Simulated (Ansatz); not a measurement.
Computed with Ansatz.

A structure relaxed at PBE0-D4/def2-TZVP, charge 0, multiplicity 1:

```json
{"atom": "F1", "x (Å)": "-1.312", "y (Å)": "-3.486", "z (Å)": "-0.186"}
{"atom": "Zn2", "x (Å)": "-0.890", "y (Å)": "-1.807", "z (Å)": "-0.301"}
{"atom": "O3", "x (Å)": "-0.518", "y (Å)": "-0.109", "z (Å)": "-0.471"}
{"atom": "Si4", "x (Å)": "0.450", "y (Å)": "1.066", "z (Å)": "0.105"}
{"atom": "H5", "x (Å)": "0.135", "y (Å)": "2.334", "z (Å)": "-0.602"}
{"atom": "H6", "x (Å)": "0.247", "y (Å)": "1.266", "z (Å)": "1.568"}
{"atom": "H7", "x (Å)": "1.888", "y (Å)": "0.737", "z (Å)": "-0.113"}
```

Q: Give its formula and SMILES.

A: FH3OSiZn, `[F][Zn][O][SiH3]`.

Q: Point group (tolerance 0.08 Å, 0.16 Å for H)?

A: Cs.

Q: Summarise the bond lengths by kind.

A: 1 × F–Zn 1.735 Å; 1 × O–Zn 1.746 Å; 1 × O–Si 1.628 Å; 3 × H–Si 1.486 to 1.491 Å.
